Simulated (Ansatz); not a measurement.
`C[O][GeH]` + H₂O → `[OH][GeH]` + CH₃OH  (formal hydrolysis of a Ge–O bond)

Calculated with Ansatz (gas phase, PBE0-D4/def2-TZVP geometries, no zero-point term in ΔE). CCSD(T)/CBS adds triple-zeta CCSD(T) − MP2 to the extrapolated MP2 energy (def2 sets, frozen cores). This one scheme is used for every species. For Ge outer-core shells are correlated without core-valence functions, which leaves a few kJ/mol of doubt a bond. Scalar relativity is left out up to krypton.

```tsv
species	MP2/def2-QZVPP energy (Eh)
`C[O][GeH]`	-2191.44761
H₂O	-76.34932
`[OH][GeH]`	-2152.23401
CH₃OH	-115.55941
```

Task: Work out ΔE.

Result: ΔE = (-2152.23401) + (-115.55941) − (-2191.44761) − (-76.34932) = 0.00351 Eh = +9.2 kJ/mol. CCSD(T)/CBS gives +8.7 kJ/mol.

Task: What do rigid-rotor, harmonic-oscillator terms from PBE0-D4/def2-TZVP frequencies (298.15 K, 1 bar) make of the CCSD(T)/CBS value? (Estimate.)

Result: Computed: ΔZPE = +4.9 kJ/mol, ΔH = +11.3 kJ/mol, ΔS = 12 J/(mol·K), ΔG = +7.8 kJ/mol.

Largest T1 diagnostic among the species: 0.016.

Leaving LDA and LC-ωPBE aside and taking each functional with its dispersion term where it has one, the values, not all of them listed here, spread over 5.3 kJ/mol, from ωB97X-V to BLYP-D4. LDA lies +5.7 kJ/mol from PBE without D4. In def2-TZVPP, CCSD(T) changes the Hartree–Fock value by +7.2 kJ/mol (the triples alone add +1.6 kJ/mol) and MP2 by +8.4 kJ/mol. The D4 term adds +5.0 kJ/mol with B3LYP and +2.7 kJ/mol with PBE0; it sums over pairs of atoms, weighted by their polarisabilities, and B3LYP, whose exchange is more repulsive, gets the larger term.

B3LYP here is the variant with VWN-RPA as its local correlation; programs differ in this.
